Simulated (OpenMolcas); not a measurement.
V2+ (d3) among equal point charges was computed by CASSCF with the d shell active (OpenMolcas, ANO-RCC-VDZP on the metal). Its lowest spin-free states, and all those of the highest spin:

| 2S+1 | Degeneracy | E (cm-1) |
| --- | --- | --- |
| 4 | 1 | 0.0 |
| 4 | 3 | 11119 |
| 2 | 2 | 14862 |
| 2 | 3 | 15687 |
| 4 | 3 | 18978 |
| 2 | 3 | 21048 |
| 2 | 1 | 23423 |
| 2 | 3 | 26974 |
| 2 | 3 | 27339 |
| 2 | 2 | 28252 |
| 4 | 3 | 30609 |
| 2 | 3 | 33618 |

Problem. Is the site octahedral, tetrahedral or cube-like, axial, or of lower symmetry?

Solution. The states with 2S+1 = 4 have orbital degeneracies 1, 3, 3, 3. Threefold states need a cubic site. For d3 at this spin an octahedron puts the single A2 below the threefold T2 and a tetrahedron or cube puts the threefold T1 below the threefold T2, so the site is octahedral. The first gap at this spin, 11100 cm-1, is |10Dq| in ligand-field theory. The run had V2+ among 6 point charges of -2.2 e arranged as an octahedron (Oh), 1.9 Å from the ion. The active orbitals were held to one l.

Without dynamic correlation the repulsion within the d shell is too large (B by tens of per cent), so at a given field states of lower spin stand too high. This is an electrostatic model: the charges have no orbitals. No measured value stands beside these numbers.
